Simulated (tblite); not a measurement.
Compound: C6H10O2Si.
SMILES with atom numbers: `[CH2:1]=[C:2]([CH3:3])[C@@:4]1([O:5][CH:6]=[O:7])[CH2:8][SiH2:9]1` (hydrogens: H10, H11 on C1; H12, H13, H14 on C3; H15 on C6; H16, H17 on C8; H18, H19 on Si9)

Computed with GFN2-xTB (tblite), gas phase: L-BFGS steps from a force-field or distance-geometry start until the largest atomic force falls under 0.01 eV/Å.

Step 28: E = -754.7037 eV
```
atom  x, y, z in Å  |  force x, y, z in eV/Å
C1     -1.7480   -0.6755    1.2501   -0.020  -0.010  -0.012
C2     -1.0515   -0.6026    0.1275    0.044  -0.014   0.018
C3     -1.4770   -1.2719   -1.1445    0.001  -0.024   0.003
C4      0.2714    0.0912    0.0711    0.041  -0.081  -0.068
O5      1.2901   -0.9155    0.0066    0.008  -0.014   0.054
C6      2.4929   -0.5164    0.2716   -0.042   0.066  -0.014
O7      2.8021    0.6148    0.5689    0.039  -0.073   0.003
C8      0.4648    1.2288   -0.9521    0.011  -0.001  -0.005
Si9     0.6305    1.8105    0.8346    0.011   0.055  -0.024
H10    -2.6835   -1.2047    1.2953   -0.075  -0.003  -0.019
H11    -1.4177   -0.2209    2.1678    0.062   0.037  -0.029
H12    -0.9397   -2.2138   -1.2490    0.027  -0.019  -0.024
H13    -1.2259   -0.6511   -2.0014   -0.048  -0.013  -0.016
H14    -2.5433   -1.4810   -1.1453   -0.007   0.008   0.005
H15     3.2178   -1.3419    0.1940   -0.017   0.022   0.020
H16     1.3354    1.1188   -1.5894   -0.107   0.016   0.037
H17    -0.4225    1.4807   -1.5199    0.052   0.018   0.019
H18     1.6849    2.4455    1.5793    0.004   0.039   0.007
H19    -0.6908    2.3141    1.2272    0.015  -0.009   0.047
```

Step 29: E = -754.7050 eV
```
atom  x, y, z in Å  |  force x, y, z in eV/Å
C1     -1.7485   -0.6739    1.2487   -0.009  -0.020  -0.016
C2     -1.0519   -0.6077    0.1257    0.073   0.020   0.033
C3     -1.4780   -1.2749   -1.1468    0.003  -0.012   0.020
C4      0.2708    0.0865    0.0708    0.066  -0.006  -0.043
O5      1.2927   -0.9169    0.0090   -0.039  -0.013   0.031
C6      2.4946   -0.5147    0.2707   -0.045  -0.051  -0.016
O7      2.8046    0.6154    0.5648    0.054   0.042   0.028
C8      0.4631    1.2277   -0.9488    0.001  -0.005  -0.011
Si9     0.6299    1.8104    0.8346   -0.012   0.024   0.011
H10    -2.6856   -1.1998    1.2957   -0.077  -0.001  -0.007
H11    -1.4116   -0.2184    2.1641    0.040   0.027  -0.037
H12    -0.9414   -2.2168   -1.2536    0.027  -0.022  -0.025
H13    -1.2281   -0.6519   -2.0026   -0.052  -0.019  -0.014
H14    -2.5441   -1.4818   -1.1425   -0.024  -0.005  -0.016
H15     3.2175   -1.3422    0.1973    0.002   0.018   0.012
H16     1.3352    1.1239   -1.5819   -0.067  -0.003  -0.012
H17    -0.4222    1.4827   -1.5171    0.035   0.009   0.009
H18     1.6850    2.4459    1.5785    0.001   0.032   0.003
H19    -0.6917    2.3157    1.2258    0.023  -0.016   0.051
```

Question: Estimate the geometry and energy of step 30. (The exact step hangs on the optimiser's Hessian estimate; all steps are aligned on step 29, rigid shifts and turns removed.)

Answer: E = -754.7059 eV, largest force 0.056 eV/Å
```
atom  x, y, z in Å  |  force x, y, z in eV/Å
C1     -1.7496   -0.6743    1.2482   -0.004  -0.021  -0.012
C2     -1.0512   -0.6093    0.1261    0.048   0.018   0.018
C3     -1.4773   -1.2760   -1.1470    0.002  -0.011   0.019
C4      0.2712    0.0850    0.0701    0.039   0.033  -0.006
O5      1.2919   -0.9181    0.0086   -0.013   0.021   0.023
C6      2.4932   -0.5142    0.2706   -0.020  -0.031   0.012
O7      2.8036    0.6157    0.5690    0.020  -0.017  -0.003
C8      0.4621    1.2272   -0.9479    0.005  -0.005  -0.011
Si9     0.6331    1.8120    0.8334   -0.010  -0.007   0.028
H10    -2.6880   -1.1999    1.2948   -0.045   0.017  -0.004
H11    -1.4102   -0.2179    2.1628    0.020   0.016  -0.044
H12    -0.9394   -2.2172   -1.2556    0.017  -0.015  -0.022
H13    -1.2290   -0.6520   -2.0027   -0.050  -0.019  -0.009
H14    -2.5436   -1.4827   -1.1421   -0.017  -0.012  -0.016
H15     3.2153   -1.3420    0.1968    0.017   0.022   0.012
H16     1.3319    1.1227   -1.5822   -0.034  -0.005  -0.032
H17    -0.4224    1.4845   -1.5156    0.013   0.007   0.005
H18     1.6873    2.4507    1.5777   -0.011   0.025  -0.009
H19    -0.6887    2.3151    1.2273    0.023  -0.015   0.049
```

The energy changes by -0.0009 eV. The first-order estimate −F·Δx gives -0.0013 eV and the mean of the old and new forces, exact on a quadratic surface, -0.0009 eV. The step makes an angle of 62° with the force vector and moves no atom by more than 0.005 Å.

What follows is the cost of the whole relaxation. The run took 1.5 s on Arm Neoverse N1, one thread, no GPU, shared host with 64 logical CPUs at a one-minute load of 63.
